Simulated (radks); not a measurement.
Values are calculated unless marked as measured or tabulated.
Task: The mean radii <r> (bohr) of the occupied orbitals of an atom or ion are listed with their occupations. Code: a radial shooting solver on a logarithmic mesh with Libxc functionals. Model: scalar-relativistic Kohn-Sham, r2SCAN, spin-unpolarised, spherical densities, finite nucleus; meta-GGA in the generalised Kohn-Sham scheme; Fermi nuclear charge, rms radius of each element as measured or else 0.836 A^(1/3) + 0.57 fm.

orbital  occ.      <r>
1s          2  0.05847
2s          2   0.2664
2p          6   0.2354
3s          2   0.7956
3p          6   0.8320
3d          4   0.9426
4p          2    2.666

Name the element and its charge.

Result: Z = 26, iron, charge +2: Fe2+ in [Ar] 3d4 4p2. The 1s radius gives Z: for a bare nucleus <r> = (2 gamma + 1)/(2Z) with gamma = sqrt(1 - (Z/c)^2), 0.05699 bohr for Z = 26, and screening makes it slightly larger (0.05847 here). The occupations add up to 24, and the charge is Z minus that.
